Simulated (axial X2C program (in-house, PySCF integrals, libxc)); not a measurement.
# Testing model relations on DyBr

A bond curve at the PBE0 level, 2c, was computed with an in-house relativistic program for diatomic molecules (basis Dy dyall-cv3z [13s13p10d7f3g], Br dyall-cv3z [8s9p6d4f1g] (cores contracted in-house)) for the state Ω = 15/2 (⟨Sz⟩ = 2.46, ⟨Lz⟩ = 5.04 at PBE0). Its fit gives Re = 2.6549 Å, ωe = 192.1 cm⁻¹, ωexe = 0.332 cm⁻¹ and αe = 1.349e-04 cm⁻¹; the masses are 163.9292 and 78.9183 u. Two-component means X2C with spin–orbit coupling and atomic mean-field Coulomb and Gaunt terms.

Task: Find the reduced mass, Be and the force constant.

Result: From the PBE0 values: μ = 53.2722 u. Be = 16.8576/(μ Re²) = 0.0449 cm⁻¹. k = 5.8918×10⁻⁷ μ ωe² = 1.16 mdyn/Å.

Task: A Morse curve ties αe to the other constants (Pekeris). How well does that hold?

Result: αe(Morse) = 6Be²/ωe × (√(ωexe/Be) − 1) = 1.082e-04 cm⁻¹; the PBE0 curve gives 1.349e-04 cm⁻¹, a ratio of 0.80.

Task: Where do the fundamental and the first overtone lie?

Result: ν(1←0) = ωe − 2ωexe = 191.4 cm⁻¹; ν(2←0) = 2ωe − 6ωexe = 382.2 cm⁻¹.

Task: Estimate the centrifugal constant by the Kratzer relation.

Result: D = 4Be³/ωe² = 9.81e-09 cm⁻¹.

Task: The dipole moment p changes by 5.56 D/Å at Re. What harmonic infrared intensity follows?

Result: I = 42.256 × (dp/dR)²/μ = 25 km/mol.

The state is a single determinant with fixed occupations, the lowest that a limited PBE0 search found. Density functionals use the spin component along the axis (collinear). Other states lie close and PBE0, whose exact exchange favours high spin, may order them wrongly; the determinant shown need not be the ground state. The nearest other 2c determinant of the search, Ω = 13/2, lies 0.14 eV up at the distance of the search. Without a current term, density functionals place determinants with orbital angular momentum somewhat too high. With several unpaired electrons one determinant need not be a pure state.
